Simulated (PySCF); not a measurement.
**Löwdin shares of the frontier orbitals**

Compound: C6H10FP.
Structure used (GFN2-xTB), in Å, numbered top down from 1:
```
atom  x, y, z in Å
C1     2.3689    1.1374    0.0506
C2     1.6949    0.1051   -0.4322
P3     0.1996    0.1868   -1.4694
C4    -0.7830    1.4918   -0.5401
C5    -1.2172    0.4635    0.4989
F6    -2.5154    0.6201    0.9380
C7    -0.9876   -0.7871   -0.3498
C8    -0.5378   -2.0485    0.3574
H9     3.2962    1.0092    0.5860
H10    2.0255    2.1527   -0.0600
H11    2.1025   -0.8959   -0.3437
H12   -1.6334    1.8131   -1.1426
H13   -0.2533    2.3664   -0.1704
H14   -0.5883    0.4759    1.3953
H15   -1.8899   -0.9873   -0.9370
H16   -1.3466   -2.4354    0.9757
H17   -0.2620   -2.8118   -0.3678
H18    0.3181   -1.8498    0.9994
```

Method: TDDFT wB97X-D/def2-SVPD, vertical, gas phase, core orbitals frozen in the response (PySCF).

Frontier orbitals with the atoms that hold most of them (Löwdin shares over 4%, at most four atoms; ? is withheld):

```tsv
orbital	ε (eV)	atoms
LUMO+2	2.42	C8 19%, C1 11%, C2 11%, H11 10%
LUMO+1	1.92	P3 35%, C4 12%, C7 9%, C1 8%
LUMO	?	?
HOMO	-8.39	P3 45%, C1 13%, C2 13%, C7 9%
HOMO-1	-10.41	?
HOMO-2	-10.67	P3 18%, C4 16%, C2 16%, C7 11%
HOMO-3	-11.00	F6 19%, C7 17%, C5 14%, C2 9%
```

Which atoms hold the HOMO-1, and with what shares?

P3 (bonded to 3 C) 21%; C2 (bonded to C, P and H) 21%; C1 (bonded to C and 2 H) 16%; C7 (bonded to 2 C, P and H) 15%. By element: carbon 52% or more, phosphorus 21%.

Which atoms hold the LUMO, and with what shares?

C1 (bonded to C and 2 H) 32%; C2 (bonded to C, P and H) 30%; P3 (bonded to 3 C) 12%; H10 (bonded to C) 6%. By element: carbon 62% or more, phosphorus 12%, hydrogen 6% or more.

What is the LUMO energy, and the HOMO–LUMO gap?

ε(LUMO) = 1.36 eV; the gap is 9.75 eV (0.3585 hartree).

The HOMO–LUMO gap is 9.75 eV. Where does the response calculation put the lowest singlet, and from which orbitals?

S1 is at 5.64 eV (f = 0.153), 4.11 eV below the gap, made of HOMO→LUMO (89%). Without the coupling terms of the response equations the lowest excitation would equal the gap.

One configuration dominates each of S1 and S2. Which, and how do the shares of the two leading atoms of either orbital change from the occupied to the empty one?

- S1 (5.64 eV, f 0.153), HOMO→LUMO (89%): P3 45% → 12%, C1 13% → 32%, C2 13% → 30%
- S2 (5.87 eV, f 0.093), HOMO→LUMO+1 (84%): P3 45% → 35%, C1 13% → 8%, C4 at most 10% → 12%

Löwdin shares depend on the basis, the more so with diffuse functions.

One conformer stands for the species.
